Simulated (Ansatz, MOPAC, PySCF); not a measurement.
Isomers of GeH7NSi: 1 is [GeH3][NH][SiH3], 2 is N[SiH2][GeH3]; one conformer of each (the lowest of an xTB search), B3LYP-D3(BJ)/def2-TZVP minima.
Isomer 1 (charge 0, multiplicity 1):
```tsv
atom	x (Å)	y (Å)	z (Å)
Si	-1.4989	-0.0405	0.5360
N	-0.1198	-0.5502	-0.3610
Ge	1.5445	0.2538	-0.4377
H	-1.6053	-0.6471	1.8903
H	-2.7411	-0.3897	-0.1963
H	-1.4013	1.4277	0.7042
H	-0.1403	-1.4857	-0.7417
H	2.5111	-0.3353	0.6123
H	1.3235	1.7477	-0.1633
H	2.1276	0.0194	-1.8427
```
Isomer 2 (charge 0, multiplicity 1):
```xyz
10

N     -1.6060     0.4720     0.6730
Si    -0.6560    -0.5061    -0.3855
Ge     1.6423     0.0471    -0.0502
H     -2.5689     0.2364     0.8576
H     -1.4661     1.4695     0.7073
H     -0.9568    -0.3610    -1.8386
H     -0.9150    -1.9222    -0.0321
H      1.8526     1.5707    -0.1803
H      2.1325    -0.3714     1.3483
H      2.5414    -0.6348    -1.0996
```

No zero-point or thermal terms.

Cores are frozen in the correlated methods. Filled d and f shells under p-block atoms count as core. Rows in 6-31G* carry no dispersion term and start afresh at each structure (6-31G* with six Cartesian d functions); the Pople sets are all-electron and without relativity. The state reached by PM7 isn't checked; PM7 holds dispersion and hydrogen-bond terms.

Codes used: Ansatz (Gaussian orbitals); MOPAC for PM7 (differences of heats of formation); PySCF for 6-31G* rows, the dispersion terms. Each number belongs to the level named beside it.

```json
[
 {"level": "PM7", "electronic energy of isomer 2 less that of isomer 1 (eV)": "-0.247"},
 {"level": "SVWN5/def2-TZVPP", "electronic energy of isomer 2 less that of isomer 1 (eV)": "-0.229"},
 {"level": "r2SCAN-D4/def2-TZVPP", "electronic energy of isomer 2 less that of isomer 1 (eV)": "-0.126"},
 {"level": "B3LYP/6-31G*", "electronic energy of isomer 2 less that of isomer 1 (eV)": "-0.113"},
 {"level": "PBE0/def2-TZVPP", "electronic energy of isomer 2 less that of isomer 1 (eV)": "-0.174"},
 {"level": "PBE0-D3(BJ)/def2-TZVPP", "electronic energy of isomer 2 less that of isomer 1 (eV)": "-0.173"},
 {"level": "BHLYP/def2-TZVPP", "electronic energy of isomer 2 less that of isomer 1 (eV)": "___"},
 {"level": "B2PLYP/def2-TZVPP", "electronic energy of isomer 2 less that of isomer 1 (eV)": "-0.005"},
 {"level": "B2PLYP-D3(BJ)/def2-TZVPP", "electronic energy of isomer 2 less that of isomer 1 (eV)": "-0.006"}
]
```

Problem. What belongs in the gaps?

Solution. 
- BHLYP/def2-TZVPP, electronic energy of isomer 2 less that of isomer 1 (eV): -0.018

Ansatz is a first-principles code.
